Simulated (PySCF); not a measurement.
GaP, triplet, at a GFN2-xTB geometry (such geometries of metal compounds can be far from the true shape).

Input for PySCF:
```python
from pyscf import gto, scf, dft
import numpy

mol = gto.M(
    atom='''
Ga   -0.00000000   -0.00000000   -0.74669457
P     0.00000000    0.00000000    1.54316877
''',
    basis='aug-cc-pvdz',
    spin=2,
    verbose=4,
)
print('smallest overlap eigenvalue', numpy.linalg.eigvalsh(mol.intor('int1e_ovlp'))[0])

mf = dft.UKS(mol)
mf.xc = 'pbe0'
mf = mf.density_fit(auxbasis='def2-universal-jkfit')
mf.kernel()
```

What does this run give for the number of basis functions, total energy, dipole moment?


The number of basis functions is 63 and the total energy is -2265.7289 Eh. The dipole moment comes out as 2.46 D.

These values belong to the state on which the SCF converged, which isn't shown to be the lowest.
